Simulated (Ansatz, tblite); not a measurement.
Removing and adding an electron: `Cc1csc(-c2sc(-c3sc(-c4sc(-c5sc(-c6sccc6C)cc5C)cc4C)cc3C)cc2C)c1`. Total charge 0; singlet. Geometry: r2SCAN-D4/def2-SVP. Ansatz, gas phase; energy differences of separate SCF runs; the oxidised species was run as a doublet alone; the reduced species was run as a doublet alone.

```xyz
62

C    10.118    3.243   -4.984
C     9.106    2.259   -4.478
C     9.110    0.911   -4.772
S     7.802    0.072   -4.026
C     7.187    1.541   -3.305
C     5.994    1.518   -2.491
S     4.783    0.294   -2.765
C     3.775    0.885   -1.466
C     2.515    0.286   -1.121
S     1.541    1.051    0.114
C     0.282   -0.155   -0.015
C    -0.915   -0.121    0.779
S    -2.123   -1.356    0.513
C    -3.180   -0.703    1.742
C    -4.459   -1.279    2.057
S    -5.477   -0.468    3.226
C    -6.728   -1.674    3.095
C    -7.932   -1.573    3.886
S    -7.906   -0.728    5.415
C    -9.579   -1.018    5.677
C   -10.133   -1.743    4.647
C    -9.209   -2.068    3.612
C    -9.591   -2.819    2.373
C    -6.359   -2.639    2.167
C    -5.088   -2.432    1.572
C    -4.506   -3.369    0.557
C    -2.591    0.422    2.311
C    -1.325    0.765    1.785
C    -0.534    1.941    2.270
C     0.635   -1.091   -0.983
C     1.878   -0.861   -1.613
C     2.429   -1.759   -2.679
C     4.378    1.995   -0.880
C     5.624    2.363   -1.441
C     6.451    3.503   -0.932
C     8.005    2.611   -3.642
H    10.645    3.739   -4.152
H    10.871    2.753   -5.617
H     9.638    4.036   -5.581
H     9.823    0.365   -5.390
H   -10.065   -0.641    6.576
H   -11.186   -2.031    4.618
H    -9.333   -3.890    2.444
H    -9.077   -2.418    1.485
H   -10.676   -2.757    2.202
H    -6.975   -3.511    1.944
H    -5.180   -4.221    0.389
H    -4.345   -2.871   -0.415
H    -3.530   -3.768    0.878
H    -3.074    0.995    3.106
H    -0.346    2.669    1.462
H     0.451    1.637    2.663
H    -1.073    2.463    3.074
H    -0.005   -1.941   -1.234
H     1.757   -2.613   -2.847
H     3.421   -2.156   -2.408
H     2.547   -1.229   -3.639
H     3.929    2.527   -0.037
H     6.319    4.411   -1.547
H     6.163    3.761    0.098
H     7.525    3.256   -0.942
H     7.795    3.636   -3.332
```

The xTB rows come from tblite. Single mean-field runs in def2-SVP are fitted with def2-universal-jkfit.

```tsv
level	−HOMO (eV)	vertical IE (eV)	−LUMO (eV)	vertical EA (eV)	HOMO–LUMO gap (eV)	IE − EA (eV)	remarks
GFN1-xTB	10.00	11.41	8.47	7.05	1.53	4.36	–
GFN2-xTB	9.32	10.70	7.83	6.47	1.49	4.24	–
PBE-D4/def2-SVP	4.20	5.61	2.57	1.27	1.63	4.34	HOMO above zero (-1 doublet)
PBE0-D4/def2-SVP	4.95	5.91	2.08	1.21	2.86	4.70	–
```

   A HOMO above zero means that the electron is unbound at that level or that self-interaction error raises the level; the energy of removing that electron tells which. Raw xTB energy differences between charge states are shifted by several eV; the methods need an empirical correction for them. Sets without diffuse functions give affinities that are too small.
